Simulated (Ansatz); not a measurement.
Pn (charge +1): r2SCAN-D4/def2-TZVP single points in Ansatz on relaxed structures, gas phase. Each cluster is the lowest isomer that a short search found in that spin, judged at the geometry's level, and lower ones may exist. HOMO and LUMO are taken over both spins. Singlets are spin-restricted. The spins of the ions were chosen, not always searched. A dash marks a value that wasn't run or was left out as unsound. The structures are stationary points that may keep the symmetry of their start. Remarks come from the PBE and PBE0 runs and from stability tests at other levels; not every state was tested. HOMO above LUMO (over both spins in singlets and doublets, within one spin in higher multiplets; at PBE or PBE0), or a gap under 0.15 eV within one spin, warns that the state may not be the lowest or that an electron is smeared out.

| species | atoms | state | geometry | HOMO (eV) | LUMO (eV) | gap (eV) | vertical EA (eV) | lowest of the spins relaxed | point group (within 0.1 Å) | remarks |
| --- | --- | --- | --- | --- | --- | --- | --- | --- | --- | --- |
| P3⁺ | 3 | singlet | PBE0-D4/def2-TZVP | -13.40 | -10.30 | 3.09 | 7.55 | singlet, of singlet/triplet/quintet | D3h | gap within one spin near zero at PBE or PBE0 (neutral doublet) |
| P4⁺ | 4 | doublet; reduced ion singlet | PBE-D4/def2-TZVP | -12.32 | -11.10 | 1.22 | 8.49 | doublet, of doublet/quartet | D2d | – |
| P5⁺ | 5 | singlet | B3LYP-D4/def2-SVP | -11.61 | -8.81 | 2.81 | 6.36 | singlet, of singlet/triplet/quintet | C4v | – |

Problem. Estimate the rows for P7⁺ (singlet, PBE-D4/def2-SVP geometry).

Solution. 
| species | atoms | state | geometry | HOMO (eV) | LUMO (eV) | gap (eV) | vertical EA (eV) | lowest of the spins relaxed | point group (within 0.1 Å) |
| --- | --- | --- | --- | --- | --- | --- | --- | --- | --- |
| P7⁺ | 7 | singlet | PBE-D4/def2-SVP | -11.11 | -8.49 | 2.61 | – | – | C2v |

The gap (eV) runs from 1.22 (P4⁺) to 3.09 (P3⁺). It alternates from one size to the next. The vertical EA (eV) runs from 6.36 (P5⁺) to 8.49 (P4⁺).
